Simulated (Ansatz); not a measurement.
System: sum formula SiH2Cl, charge 0, multiplicity 2. 
Coordinates optimised at B3LYP-D3(BJ)/def2-TZVP (Ansatz, a quantum-chemistry and plane-wave program):
```xyz
4

Si     0.8482    -0.5964     0.0451
Cl    -0.7918     0.6599    -0.0481
H      0.7777    -1.3629     1.3143
H      0.8078    -1.5048    -1.1282
```
Charge 0, spin multiplicity 2.

PBE beside other levels, property by property. Cores are frozen in the correlated levels unless marked. Open shells are spin-unrestricted. No spin-orbit coupling. Non-relativistic. Basis-set limits of correlation are two-point, X^-3; Hartree-Fock from the larger set. Atomisation energies are electronic, to ground-state atoms; the column to compare with has the core term from cc-pwCVTZ added, other frozen-core levels have none. Vertical energies are electronic, to the SCF solution reached for that spin. The coupled-cluster column (Ansatz) is a level with limits of its own: CCSD(T)/CBS(def2-TZVPPD,def2-QZVPPD).

```json
[
 {"property": "atomisation energy (kcal/mol)", "PBE/def2-TZVPD (Ansatz)": "241.4", "SVWN5/def2-TZVPD (Ansatz)": "270.8", "PBE0/def2-TZVPD (Ansatz)": "240.6", "CAM-B3LYP/def2-TZVPD (Ansatz)": "241.1", "coupled cluster": "243.4"},
 {"property": "vertical ionisation energy to the singlet (eV)", "PBE/def2-TZVPD (Ansatz)": "8.78", "SVWN5/def2-TZVPD (Ansatz)": "8.78", "PBE0/def2-TZVPD (Ansatz)": "8.96", "CAM-B3LYP/def2-TZVPD (Ansatz)": "8.99", "coupled cluster": "8.90"}
]
```

As the rows show:
- atomisation energy: PBE lies 2.0 kcal/mol below coupled cluster.
- vertical ionisation energy to the singlet: PBE lies 0.12 eV below coupled cluster.
